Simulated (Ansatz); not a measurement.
CH6BFGe, SMILES `C[BH][GeH2][F]` at its PBE0-D4/def2-TZVP geometry, where that method's forces vanish. Charge 0, multiplicity 1.

```xyz
10

C     0.8704    1.2480    0.5152
B    -0.4269    0.6008   -0.0290
Ge   -0.5673   -1.4288   -0.3729
F    -2.0877   -1.8026   -1.1619
H     1.6014    0.5815    0.9757
H     1.3499    1.6716   -0.3849
H     0.6865    2.1072    1.1658
H    -1.3647    1.2900   -0.3083
H    -0.5753   -2.2738    0.9191
H     0.5137   -1.9937   -1.3187
```

**Question.** What forces (eV/Å) does ωB97M-V/def2-TZVPP give on these atoms in the Gaussian-basis code of Ansatz? (Best estimate.)

**Answer.** The calculation gave: 
```
C1   0.093  0.064  0.038
B2  -0.162  0.039 -0.064
Ge3  0.196 -0.060  0.090
F4  -0.088 -0.008 -0.043
H5  -0.061  0.044 -0.035
H6  -0.036 -0.033  0.055
H7   0.014 -0.075 -0.051
H8   0.132 -0.093  0.040
H9  -0.003  0.072 -0.100
H10 -0.085  0.051  0.072
```
